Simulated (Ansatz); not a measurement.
Consider the cleavage of the Ge–B bond: `[BH2][GeH2][F]` + H₂S → `[F][GeH2][SH]` + BH₃.

Program: Ansatz. Geometries: PBE0-D4/def2-TZVP. ΔE: electronic, gas phase. CCSD(T)/CBS adds triple-zeta CCSD(T) − MP2 to the extrapolated MP2 energy (def2 sets, frozen cores). This one scheme is used for every species. DFT in def2-TZVPP. For Ge outer-core shells are correlated without core-valence functions, which leaves a few kJ/mol of doubt a bond. Scalar relativity is left out up to krypton. Each species was taken in one conformer, which may not be the lowest.

**Question.** Is it downhill or uphill in electronic energy at CCSD(T)/CBS, and by how much? (An estimate is asked.)

**Answer.** Computed: Downhill: ΔE = -56.9 kJ/mol.

**Question.** What do these levels give: r2SCANh-D4, PBE, LC-ωPBE, SCS-MP2/def2-TZVPP, MP2/CBS(def2), CCSD/CBS(def2)? (An estimate is asked.)

**Answer.** Computed: r2SCANh-D4 -59.3, PBE -52.3, LC-ωPBE -54.0, SCS-MP2/def2-TZVPP -64.6, MP2/CBS(def2) -65.5, CCSD/CBS(def2) -55.6 kJ/mol.

Largest T1 diagnostic among the species: 0.012.

Leaving LDA and LC-ωPBE aside and taking each functional with its dispersion term where it has one, the values, not all of them listed here, spread over 9.3 kJ/mol, from BHLYP-D4 to PBE-D4. LDA lies +4.6 kJ/mol from PBE without D4. From BLYP to BHLYP (50 % exact exchange), in def2-TZVPP and without D4, ΔE moves by −5.9 kJ/mol.
